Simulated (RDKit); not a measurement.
RDKit input (UFF):

```python
from rdkit import Chem
from rdkit.Chem import AllChem, rdDetermineBonds

mol = Chem.MolFromXYZFile('mol.xyz')
rdDetermineBonds.DetermineBonds(mol, charge=-1)
print('SMILES', Chem.MolToSmiles(Chem.RemoveHs(mol)))
ff = AllChem.UFFGetMoleculeForceField(mol)
e0 = ff.CalcEnergy()
flag = ff.Minimize(maxIts=5000, forceTol=1e-5)
print(f'energy {e0:.4f} -> {ff.CalcEnergy():.4f} kcal/mol, converged: {flag == 0}')
print(Chem.MolToXYZBlock(mol))
```
mol.xyz:
```
6

C     -2.38096500    -0.23659700     0.21770600
B     -0.97549100    -0.09693500     0.08919500
I      0.47348200    -1.68071200     0.71672000
I     -0.00024100     1.72773800    -0.75999200
H     -3.07509400     0.53942100    -0.09052400
H     -2.84341100    -1.12754400     0.63168900
```

Output:

```
SMILES C=[B-](I)I
energy 1.5267 -> -0.1644 kcal/mol, converged: True
6

C     -2.354994   -0.234031    0.215314
B     -0.950025   -0.094396    0.086876
I      0.388401   -1.717094    0.736825
I     -0.093014    1.746500   -0.763773
H     -3.014604    0.565187   -0.104782
H     -2.777484   -1.140795    0.634333
```

The dipole moment of an ion depends on the origin.

The geometry given is a B3LYP-D3(BJ)/def2-TZVP minimum.
